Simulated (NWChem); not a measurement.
Species: CdHSeBr; SMILES [SeH][Cd][Br]

```xyz
4

Cd     0.0083    -0.0103     0.0000
Br     0.0059    -2.4293     0.0000
Se     0.0248     2.4424     0.0000
H     -1.4485     2.4791     0.0000
```
Atoms are numbered in this order, from 1.

All runs: NWChem. All runs use the structure optimised with PBE0/def2-SVP (def2 core potentials past Kr).

Predict the results for PBE/3-21G, non-relativistic. Quantities: highest occupied level (eV); orbital gap (eV); dipole (D).


```yaml
highest occupied level (eV): -5.85
orbital gap (eV): 3.37
dipole (D): 1.25
```
